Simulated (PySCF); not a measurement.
# Two-component Hartree-Fock for W⁺ (tungsten, charge +1)

Start: [Xe] 4f14 5d4 6s1; 5d3/2 filled at m_j = -3/2, -1/2, +1/2, +3/2; 6s1/2 filled at m_j = +1/2. Calculated with PySCF 2.14 in x2c-QZVPPall-2c: generalised Hartree-Fock with the X2C-1e Hamiltonian and a Gaussian nucleus; one run each with spin-orbit coupling (SO) switched off, then screened by Boettger's factors.

| spinor shell | electrons | ε, spin-free (eV) | ε, screened SO (eV) | weight of nominal j (screened SO) | rms radius, screened SO (bohr) |
| --- | --- | --- | --- | --- | --- |
| 1s1/2 | 2 | -69908.1 | -69886.9 | 1.000 | 0.0208 |
| 2s1/2 | 2 | -12213.9 | -12207.2 | 1.000 | 0.0838 |
| 2p1/2 | 2 | -10686.1 | -11653.0 | 1.000 | 0.0713 |
| 2p3/2 | 4 | -10686.1 | -10294.3 | 1.000 | 0.0787 |
| 3s1/2 | 2 | -2880.8 | -2878.6 | 1.000 | 0.214 |
| 3p1/2 | 2 | -2420.4 | -2632.1 | 1.000 | 0.206 |
| 3p3/2 | 4 | -2420.4 | -2333.1 | 1.000 | 0.221 |
| 3d3/2 | 4 | -1885.1 | -1922.9 | 1.000 | 0.195 |
| 3d5/2 | 6 | -1885.1 | -1858.1 | 1.000 | 0.199 |
| 4s1/2 | 2 | -632.45 | -631.72 | 1.000 | 0.478 |
| 4p1/2 | 2 | -478.68 | -528.22 | 1.000 | 0.486 |
| 4p3/2 | 4 | -478.68 | -458.05 | 1.000 | 0.520 |
| 4d3/2 | 4 | -279.96 | -287.71 | 0.999 | 0.544 |
| 4d5/2 | 6 | -279.96 | -274.17 | 1.000 | 0.556 |
| 5s1/2 | 2 | -101.02 | -100.79 | 1.000 | 1.15 |
| 5p1/2 | 2 | -60.027 | -68.925 | 0.930 | 1.29 |
| 4f5/2 | 6 | -57.301 | -58.421 | 0.984 | 0.675 |
| 5p3/2 | 4 | -60.027 | -56.028 | 0.937 | 1.35 |
| 4f7/2 | 8 | -57.301 | -55.860 | 0.988 | 0.678 |
| 5d3/2 | 4 | -17.808 | -17.825 | 0.598 | 2.08 |
| 6s1/2 | 1 | -15.296 | -15.238 | 0.998 | 3.20 |

| quantity | spin-free | screened SO |
| --- | --- | --- |
| E (hartree) | -16130.52581 | -16149.61499 |
| M_J | 1/2 | 1/2 |
| ⟨J²⟩ | 4.762 | 4.081 |
| ⟨L²⟩ | 6.005 | 5.969 |
| ⟨S²⟩ | 8.757 | 8.654 |

The determinant has a definite M_J but mixes levels of different J.

Each row is a mean over spinors that exchange with the open shell spreads, by up to 4.457 eV (5p3/2).

Rows whose weight is well below 1 are mixtures of j = l ± 1/2: exchange outweighs spin-orbit coupling there, and the label is only the starting occupation.

Breit and QED terms are absent; they matter most for the inner s and p1/2 levels.

Densities and radii are taken from the X2C orbitals without a picture-change correction, which distorts them close to the nucleus.

Without spin-orbit coupling the j labels of p, d and f shells carry no meaning; the spin-free column gives the mean over the occupied spinors of each nl shell, and its ⟨J²⟩ belongs to a mixture of degenerate components.
